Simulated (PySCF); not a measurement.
C3H8O2, SMILES OCC(O)C.

Geometry optimised at PBE0-D3(BJ)/def2-SVP. The values are those of a single conformer.

The numbers are results of TDDFT-M06-2X/def2-SVPD run with PySCF, not measurements.

Vertical excitations. 

| state | energy (eV) | λ (nm) | f | main pairs |
|---|---|---|---|---|
| S1 | 7.31 | 170 | 0.002 | HOMO→LUMO 74 % |
| S2 | 7.87 | 158 | 0.019 | HOMO−1→LUMO 52 %, HOMO→LUMO+2 14 % |
| S3 | 8.19 | 151 | 0.013 | HOMO→LUMO+1 61 %, HOMO→LUMO 14 % |
| S4 | 8.46 | 147 | 0.052 | HOMO→LUMO+2 74 % |
| S5 | 8.71 | 142 | 0.003 | HOMO→LUMO+3 68 % |
| S6 | 8.90 | 139 | 0.028 | HOMO−2→LUMO 63 % |
| S7 | 9.03 | 137 | 0.006 | HOMO−1→LUMO+1 53 %, HOMO→LUMO+4 12 % |
| S8 | 9.17 | 135 | 0.007 | HOMO−1→LUMO+2 68 % |
| S9 | 9.38 | 132 | 0.001 | HOMO→LUMO+4 48 %, HOMO−1→LUMO+1 22 % |
| S10 | 9.42 | 132 | 0.045 | HOMO−1→LUMO+3 40 %, HOMO−3→LUMO 19 %, HOMO→LUMO+4 12 % |
| T1 | 7.17 | 173 | 0 | HOMO→LUMO 63 %, HOMO→LUMO+1 11 % |
| T2 | 7.65 | 162 | 0 | HOMO−1→LUMO 43 %, HOMO→LUMO+2 12 %, HOMO−1→LUMO+1 7 %, HOMO→LUMO+1 7 % |
| T3 | 8.04 | 154 | 0 | HOMO→LUMO+1 43 %, HOMO→LUMO 22 %, HOMO→LUMO+4 8 %, HOMO−1→LUMO 7 % |
| T4 | 8.44 | 147 | 0 | HOMO→LUMO+2 67 %, HOMO→LUMO+1 16 % |
Triplets are in the Tamm–Dancoff approximation, which puts them higher than full response would, so one can lie above its singlet here.
